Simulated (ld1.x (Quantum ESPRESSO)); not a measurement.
Reading a pseudo-wave (hafnium)

Columns: radius, all-electron u(r) and pseudo u(r) of the 6p shell (level -2.06 eV) of hafnium in the configuration [Xe] 4f14 5d2 6s1 6p1; PBEsol, scalar-relativistic, TM scheme, ld1.x (Quantum ESPRESSO) 7.5.

| r (bohr) | all-electron | pseudo |
| --- | --- | --- |
| 0.202 | -0.0465 | 0.0022 |
| 0.405 | 0.1186 | 0.0088 |
| 0.607 | -0.0188 | 0.0198 |
| 0.810 | -0.1615 | 0.0355 |
| 1.012 | -0.2083 | 0.0559 |
| 1.215 | -0.1782 | 0.0814 |
| 1.418 | -0.1050 | 0.1119 |
| 1.620 | -0.0147 | 0.1473 |
| 1.822 | 0.0778 | 0.1871 |
| 2.025 | 0.1648 | 0.2309 |
| 2.228 | 0.2420 | 0.2768 |
| 2.430 | 0.3078 | 0.3229 |
| 2.632 | 0.3626 | 0.3669 |
| 2.835 | 0.4070 | 0.4068 |
| 3.037 | 0.4416 | 0.4403 |
| 3.240 | 0.4675 | 0.4665 |
| 3.442 | 0.4854 | 0.4850 |
| 3.645 | 0.4963 | 0.4963 |
| 3.847 | 0.5014 | 0.5014 |
| 4.050 | 0.5013 | 0.5013 |
| 4.252 | 0.4969 | 0.4969 |
| 4.455 | 0.4889 | 0.4889 |
| 4.658 | 0.4779 | 0.4779 |
| 4.860 | 0.4647 | 0.4647 |
| 5.062 | 0.4496 | 0.4496 |
| 5.265 | 0.4331 | 0.4331 |

How many radial nodes do the two functions have?

The all-electron 6p function has n − l − 1 = 4 (the table is too coarse to show those close to the nucleus); the pseudo-wave has 0, since the states of the same l below it are removed with the core.

At about which radius was the pseudo-wave matched?

4.05 bohr. The columns agree to 0.0005 from 3.44 bohr on; several derivatives are matched, so the curves merge somewhat inside the radius.

Is the pseudo-wave norm-conserving?

Yes: the TM scheme keeps the norm inside the radius equal to the all-electron one, which fixes the energy derivative of the logarithmic derivative at the level.
